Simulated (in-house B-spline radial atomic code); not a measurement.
Configurations of Sr3+, with energies counted from [Ar] 3d10 4s2 4p5. All numbers are computed (non-relativistic LDA VWN5, spin-polarised, spherical fractional occupations; point nucleus) with an all-electron radial atomic-structure program (B-spline basis), not measured. Shells without spins written out take the highest spin.

Occupations are held fixed; configurations that lie above the ionisation limit could autoionise.

| configuration | E - E(ref) (eV) | highest orbital | its <r> (bohr) |
| --- | --- | --- | --- |
| [Ar] 3d10 4s1 4p6 | 17.335 | 4p down | 1.496 |
| [Ar] 3d10 4s2 4p4 4d1 | 23.763 | 4d up | 1.981 |
| [Ar] 3d10 4s2 4p(1 up, 3 down) 5s(0 up, 1 down) | 28.424 | 5s down | 3.035 |
| [Ar] 3d10 4s1 4p5 4d1 | 41.312 | 4d up | 1.963 |
| [Ar] 3d(5 up, 4 down) 4s2 4p(2 up, 3 down) 5d(1 up, 0 down) | 161.02 | 5d up | 4.41 |
| [Ne] 3s2 3p5 3d10 4s2 4p5 5f1 | 288.89 | 5f up | 6.589 |

Problem. Order these further configurations by energy, lowest first.
A. [Ar] 3d10 4s1 4p5 5s1
B. [Ar] 3d(4 up, 5 down) 4s2 4p(2 up, 3 down) 5f(0 up, 1 down)
C. [Ar] 3d9 4s2 4p6
D. [Ar] 3d10 4s(1 up, 0 down) 4p(2 up, 3 down) 4d(0 up, 1 down)
E. [Ne] 3s2 3p5 3d10 4s2 4p6

Solution. D (42.982 eV), A (46.191 eV), C (117.34 eV), B (167.05 eV), E (239.18 eV).

Problem. How far above the reference does [Ar] 3d10 4s2 4p4 5p1 lie?

Solution. 33.262 eV; its least bound orbital is 5p up with <r> = 3.428 bohr.
